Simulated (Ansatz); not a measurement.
The cluster Si3Au2⁻, relaxed as a doublet with UKS r2SCAN-D4/def2-SVPD in Ansatz, starting from the GFN1-xTB geometry. Force threshold 0.02 eV/Å.

In the def2 sets Au takes a core potential; there is no spin–orbit coupling. The structure comes from a short search, and lower isomers may exist.

Start:

```xyz
5

Au    2.262   -0.690    0.609
Au   -1.188    1.367   -1.701
Si    0.154   -0.181    1.696
Si   -1.592   -0.103    0.300
Si    0.365   -0.393   -0.903
```

Question: Estimate the energy that the relaxation releases and the steps that it takes.

Answer: 0.23 eV, in 7 steps; 23 s on 4 threads of Intel Xeon 6975P-C on a shared host. No frequencies were taken in this run, so the end may be a saddle point.

Question: Does the start keep its bonding?

Answer: By distances, no bond broke or formed. The bond that changes most is Si3–Si4, from 2.24 to 2.32 Å (atoms count from 1).

Question: Predict the relaxed structure.

Answer: 
```xyz
5

Au    2.0386   -0.4344    0.4622
Au   -0.8661    1.4449   -1.4852
Si    0.1246   -0.0740    1.8745
Si   -1.5699   -0.2563    0.2957
Si    0.2729   -0.6803   -1.1472
```
Bond lengths (bridged metal pairs left out): 4 × Au–Si 2.40 to 2.56 Å; 2 × Si–Si 2.32 to 2.38 Å.
